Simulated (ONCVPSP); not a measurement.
# u(r) = r·R(r): atom against pseudo-atom (Ca)

Columns: radius, all-electron u(r) and pseudo u(r) of the 3s shell (level -46.83 eV) of calcium in the configuration [Ne] 3s2 3p6 4s2; LDA (Perdew-Wang 92), scalar-relativistic, ONCV scheme, ONCVPSP 4.0.1.

| r (bohr) | all-electron | pseudo |
| --- | --- | --- |
| 0.108 | -0.0433 | 0.1566 |
| 0.215 | -0.5105 | 0.3081 |
| 0.322 | -0.4354 | 0.4523 |
| 0.430 | -0.0807 | 0.5861 |
| 0.538 | 0.3158 | 0.7037 |
| 0.645 | 0.6390 | 0.7998 |
| 0.752 | 0.8602 | 0.8719 |
| 0.860 | 0.9853 | 0.9178 |
| 0.968 | 1.0304 | 0.9359 |
| 1.075 | 1.0182 | 0.9275 |
| 1.182 | 0.9683 | 0.8957 |
| 1.290 | 0.8952 | 0.8443 |
| 1.398 | 0.8107 | 0.7789 |
| 1.505 | 0.7234 | 0.7056 |
| 1.612 | 0.6377 | 0.6289 |
| 1.720 | 0.5560 | 0.5523 |
| 1.828 | 0.4808 | 0.4796 |
| 1.935 | 0.4137 | 0.4134 |
| 2.042 | 0.3541 | 0.3540 |
| 2.150 | 0.3012 | 0.3012 |
| 2.258 | 0.2553 | 0.2553 |
| 2.365 | 0.2160 | 0.2160 |
| 2.472 | 0.1823 | 0.1823 |
| 2.580 | 0.1532 | 0.1532 |
| 2.688 | 0.1286 | 0.1285 |
| 2.795 | 0.1078 | 0.1078 |

How many radial nodes do the two functions have?

The all-electron 3s function has n − l − 1 = 2 (the table is too coarse to show those close to the nucleus); the pseudo-wave has 0, since the states of the same l below it are removed with the core.

At about which radius was the pseudo-wave matched?

2.15 bohr. The columns agree to 0.0005 from 1.94 bohr on; several derivatives are matched, so the curves merge somewhat inside the radius.

Where does each function peak?

Outermost all-electron maximum near 0.97 bohr, pseudo maximum near 0.97 bohr (to the table’s step).

Is the pseudo-wave norm-conserving?

Yes: the ONCV scheme keeps the norm inside the radius equal to the all-electron one, which fixes the energy derivative of the logarithmic derivative at the level.
